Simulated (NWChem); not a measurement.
Polarisability of CH2F (+1)

```
C
F 1 1.2234
H 1 1.1080 2 117.30
H 1 1.1080 3 125.39 2 180.00
```
Charge +1, spin multiplicity 1.

Program: NWChem. Structure: optimised with PBE0/def2-SVP, a minimum by its harmonic frequencies.

Basis set: Sadlej pVTZ. Static limit.

B3LYP has NWChem's definition, with VWN1-RPA local correlation. The spin multiplicity of the parent species was assumed, not shown to be that of its ground state. The structure started from a generated list of species.

Question: One of these methods gave an isotropic polarisability of 9.86 bohr³. Which?
A. PBE
B. B3LYP
C. HF
D. BHandHLYP

Answer: C, HF. The others give 10.83 (PBE), 10.26 (BHandHLYP), 10.60 (B3LYP).
